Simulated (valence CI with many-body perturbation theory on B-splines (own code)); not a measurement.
Sr VIII: electric-dipole lines

Calculated by relativistic CI+MBPT: three valence electrons over a frozen Dirac-Fock core [Ar] 3d10, radial functions for each j: 11 s, 11 p, 10 d, 8 f, 5 g, 2 h, with the one-electron correlation potential Σ1, the two-electron term Σ2, the three-electron term Σ3, Breit, model QED; selected CI, second order for the rest, scaled by the run's own slope (own B-spline code, finite nucleus).

Set against measurement, 9 paired levels are off by 132 cm⁻¹ on average, the worst by 214. These come from a selection out of Sansonetti, J. Phys. Chem. Ref. Data 41, 013102 (2012). Levels without a partner in it may be off by more.

Lines 151 to 200 of 563 in falling wavelength, among levels below 773450 cm⁻¹, chosen from the strongest by gf and those to the six lowest levels. Wavelengths and rates use the calculated energies, so an error of 100 cm⁻¹ moves a line at 555.6 Å by 0.056 % and its rate by three times that or more. Electric multipoles are in the length gauge, E1 and E2 with the static RPA response of the core. Weak lines are less certain than strong ones. Lines between different terms over intervals too small for the method are left out, as are lines whose strength nearly cancels. Where a level lies close to another of its J and parity, the split of strength between their lines is uncertain. The highest levels of a list are the least certain.

Names give the largest LS component (configuration and term), which can be under half, so a name can repeat, a term be missing and a line seem to break the LS rules; names also repeat where a configuration has a term twice. Letters in brackets count levels of one name in rising energy.

```tsv
λ vac (Å)	Upper	Lower	A (s⁻¹)	S (a.u.) with core polarisation	S without
585.6	4p2 4d 4F_7/2	4s 4p 4d 4P°_5/2	6.79e+08	5.38e-01	6.33e-01
582.9	4p3 4S°_3/2 [b]	4s 4p2 2D_3/2	9.32e+08	3.64e-01	4.13e-01
582.1	4s 4p 4d 2F°_7/2 [a]	4s2 4d 2D_5/2	9.25e+08	7.20e-01	8.35e-01
580.5	4p3 2D°_5/2	4s 4p2 2D_3/2	3.30e+08	1.91e-01	2.16e-01
560.2	4s 4p 4f 2F_5/2 [c]	4s2 4f 2F°_5/2	1.77e+09	9.23e-01	1.06e+00
560.0	4s 4p 4f 2F_7/2 [c]	4s2 4f 2F°_5/2	2.69e+09	1.87e+00	1.95e+00
557.7	4s 4p 4f 2F_7/2 [c]	4s2 4f 2F°_7/2	2.52e+09	1.73e+00	1.95e+00
555.6	4s 4p2 2D_3/2	4s2 4p 2P°_1/2	2.09e+09	7.09e-01	7.99e-01
550.2	4s 4p 4f 2G_7/2 [b]	4s2 4f 2F°_5/2	6.67e+09	4.38e+00	4.70e+00
549.0	4p2 4d 4F_7/2	4s 4p 4d 4F°_9/2	1.65e+09	1.08e+00	1.23e+00
543.3	4p2 5s 2D_3/2	4s 4p 5s 2P°_3/2 [a]	2.55e+09	8.06e-01	8.96e-01
543.3	4p2 4d 4F_5/2	4s 4p 4d 4F°_7/2	1.76e+09	8.36e-01	9.51e-01
540.9	4s 4p 4f 2G_9/2 [b]	4s2 4f 2F°_7/2	1.03e+10	8.01e+00	8.57e+00
540.0	4p2 4d 4F_3/2	4s 4p 4d 4F°_5/2	1.78e+09	5.54e-01	6.30e-01
539.0	4p2 5s 2P_1/2	4s 4p 5s 2P°_3/2 [a]	4.23e+09	6.54e-01	7.25e-01
538.1	4s 4p 5p 2D_5/2 [a]	4s 4p 4d 2F°_7/2 [a]	5.27e+09	2.43e+00	2.45e+00
537.9	4p2 4d 4F_9/2	4s 4p 4d 4F°_9/2	3.53e+09	2.71e+00	3.08e+00
534.6	4s 4p 5p 2D_5/2 [b]	4s 4p 4d 2D°_5/2 [b]	1.08e+09	4.90e-01	4.96e-01
532.0	4p2 4d 4F_3/2	4s 4p 4d 4F°_3/2	2.98e+09	8.87e-01	1.00e+00
531.9	4s 4p 5p 2D_3/2 [a]	4s 4p 4d 2F°_5/2 [a]	5.92e+09	1.76e+00	1.79e+00
531.1	4p2 4d 4F_7/2	4s 4p 4d 4F°_7/2	1.98e+09	1.17e+00	1.33e+00
531.1	4p2 4d 4F_5/2	4s 4p 4d 4F°_5/2	2.33e+09	1.03e+00	1.17e+00
528.4	4s 4p 5p 2P_3/2 [b]	4s 4p 4d 2D°_5/2 [b]	3.24e+09	9.45e-01	9.22e-01
527.0	4s2 5p 2P°_1/2	4s2 4d 2D_3/2	4.84e+09	6.99e-01	6.79e-01
526.4	4p2 5s 4P_3/2	4s 4p 5s 4P°_5/2	5.54e+09	1.60e+00	1.78e+00
524.2	4p2 4d 2D_5/2 [c]	4s 4p 4d 2F°_7/2 [b]	3.43e+09	1.46e+00	1.63e+00
521.7	4p2 4d 2D_3/2 [c]	4s 4p 4d 2F°_5/2 [b]	3.56e+09	9.98e-01	1.12e+00
520.3	4p2 5s 2D_5/2	4s 4p 5s 4P°_5/2	4.44e+09	1.85e+00	2.07e+00
519.0	4p2 5s 4P_1/2	4s 4p 5s 4P°_3/2	1.08e+10	1.50e+00	1.67e+00
516.0	4s 4p 5p 4P_3/2	4s 4p 4d 2D°_5/2 [a]	2.04e+09	5.53e-01	5.67e-01
513.1	4s 4p 5p 4D_5/2	4s 4p 4d 4D°_7/2	1.35e+09	5.38e-01	5.54e-01
512.3	4p2 5s 2P_1/2	4s 4p 5s 2P°_1/2 [a]	7.96e+09	1.06e+00	1.16e+00
512.0	4p2 4d 4P_5/2	4s 4p 4d 4D°_7/2	2.12e+09	8.44e-01	9.88e-01
510.2	4s2 5p 2P°_3/2	4s2 4d 2D_5/2	5.73e+09	1.50e+00	1.49e+00
508.9	4p2 4d 2D_5/2 [b]	4s 4p 4d 2F°_7/2 [a]	3.04e+09	1.19e+00	1.37e+00
505.3	4p3 4S°_3/2 [a]	4s 4p2 4P_5/2	4.95e+09	1.26e+00	1.42e+00
505.2	4p2 4d 4D_7/2	4s 4p 4d 4F°_9/2	2.37e+09	1.21e+00	1.38e+00
504.4	4p2 4d 4D_5/2	4s 4p 4d 4F°_7/2	2.62e+09	9.97e-01	1.15e+00
504.2	4s 4p2 2S_1/2	4s2 4p 2P°_3/2	1.37e+08	1.74e-02	1.93e-02
502.3	4s 4p 4f 2D_5/2 [b]	4s2 4f 2F°_7/2	5.11e+09	1.92e+00	2.12e+00
502.1	4p2 5s 4P_3/2	4s 4p 5s 4P°_3/2	2.02e+09	5.05e-01	5.64e-01
499.3	4p2 4d 2G_9/2	4s 4p 4d 4F°_9/2	7.86e+08	4.83e-01	5.50e-01
499.1	4p2 4d 4P_1/2	4s 4p 4d 4P°_3/2	6.55e+09	8.03e-01	9.00e-01
498.0	4p2 4d 4P_3/2	4s 4p 4d 4D°_5/2	5.19e+09	1.27e+00	1.39e+00
497.6	4p2 4d 4D_1/2	4s 4p 4d 4F°_3/2	4.27e+09	5.20e-01	6.00e-01
496.6	4p2 5s 2D_5/2	4s 4p 5s 4P°_3/2	2.63e+09	9.55e-01	1.07e+00
496.4	4s 4p 4f 2D_3/2 [b]	4s2 4f 2F°_5/2	4.35e+09	1.05e+00	1.17e+00
495.9	4p3 2P°_1/2	4s 4p2 2D_3/2	7.45e+09	8.97e-01	1.01e+00
494.3	4p2 4d 2D_5/2 [a]	4s 4p 4d 4P°_5/2	1.81e+09	6.47e-01	7.24e-01
494.1	4p3 4S°_3/2 [b]	4s 4p2 4P_5/2	4.91e+09	1.17e+00	1.31e+00
```
